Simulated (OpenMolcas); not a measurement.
F³⁺: Slater's ratio, the spin-orbit constant, worked from levels

```yaml
Program: OpenMolcas
Basis: ANO-L-VTZP [4s3p2d1f]
Scalar_Hamiltonian: non-relativistic, point nucleus
Active_space: 2 electrons in 3 orbitals (2p)
State_averaging: 2S+1 = 3 even, 3 roots; 2S+1 = 1 even, 6 roots
Spin-orbit_coupling: state interaction with AMFI integrals over the reference wave functions, term energies averaged over their components
```

Methods: CASSCF; SS-CASPT2, IPEA 0.25 Eh, imaginary shift 0.1 Eh (closed shells correlated: 1s 2s). Measured levels: Moore, Atomic Energy Levels, vol. I, NSRDS-NBS 35 (1971 reprint of NBS Circular 467, 1949).

**Slater's ratio.** With one set of orbitals, p2 has 1D - 3P = 6 F2 and 1S - 1D = 9 F2 (F2 = F²/25), a ratio of 3/2. Term energies are centres of gravity, weighted by 2J + 1.

```tsv
Source	1D - 3P	1S - 3P	F2 from the first	Ratio
CASSCF	27275	67751	4546	1.484
SS-CASPT2	25450	57959	4242	1.277
measured	24825	53128	4138	1.140
```

Energies in cm-1. A ratio away from 3/2 shows effects beyond one configuration with one set of orbitals, and in heavier atoms second-order spin-orbit shifts.

**The spin-orbit constant.** For the Hund term 3P of p2, E(J) = (A/2) J(J+1) + constant and ζ = 2S·A = 2A. From J = 0 to J = 2 the energy changes by 3 A.

```
   Source  E(2) - E(0)      A    ζ
   CASSCF        669.5  223.2  446
SS-CASPT2        670.2  223.4  447
 measured        613.4  204.5  409
```

All in cm-1. SS-CASPT2 is off by +9.3 % and CASSCF by +9.1 %. Both methods take the spin-orbit matrix elements from the reference wave functions, so the second can move ζ only through the term energies and any multistate remixing. Second-order mixing with other terms is absorbed into this ζ.

Term energies are means over components that CASPT2 splits; among the terms shown or strongly mixed into the levels shown the widest spread is 71 cm-1 (2s2 2p2 1D, SS-CASPT2). With the s shell closed, the reference lacks s² → p² mixing. Computed and measured levels are paired by configuration, term and J; levels that our copy of the source lacks, or whose pairing is in doubt (as where it misses far off the trend of its configuration), stay unpaired and out of the deviations. Only configurations of the active space appear.
